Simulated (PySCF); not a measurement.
Cl₂Se, singlet, at a GFN2-xTB geometry, with bond 2-1 at 1.6 times its length. Base run: PBE0/def2-SV(P) run with PySCF.

Here is a job for PySCF.
```python
from pyscf import gto, scf, dft

mol = gto.M(
    atom='''
Se    0.00136488    0.00124916    0.68646471
Cl    1.66531490    2.01438178   -1.51721003
Cl   -1.04406340   -1.26195537   -0.68209743
''',
    basis='def2-sv(p)',
    verbose=4,
)

mf = dft.RKS(mol)
mf.xc = 'pbe0'
mf.kernel()
```

Variants of this job, named by their change:

| change | ΔE vs base (mEh) | SCF cycles | outcome |
|---|---|---|---|
| base | 0.000 | 13 | converged |
| diis = off; damp = 0.6 (with mf.diis_start_cycle = 200; with mf.max_cycle = 150) | - | 150 | not converged |
| level_shift = 1.0 (with mf.max_cycle = 100) | - | 100 | not converged |
| init_guess = mod_huckel | 0.000 | 25 | converged |
| level_shift = 0.3 (with mf.max_cycle = 100) | 0.000 | 39 | converged |
| solver = newton; init_guess = 1e | 0.000 | - | converged |
| init_guess = vsap | 0.000 | 21 | converged |
| conv_tol = 1e-12 | 0.000 | 19 | converged |
| conv_tol = 1e-6 | 0.000 | 9 | converged |
| conv_tol_grad = 1e-7 | 0.000 | 16 | converged |
| init_guess = atom | 0.000 | 13 | converged |
| diis = off (with mf.max_cycle = 100) | - | 100 | not converged |
| damp = 0.5; diis_start_cycle = 5 | 0.000 | 29 | converged |
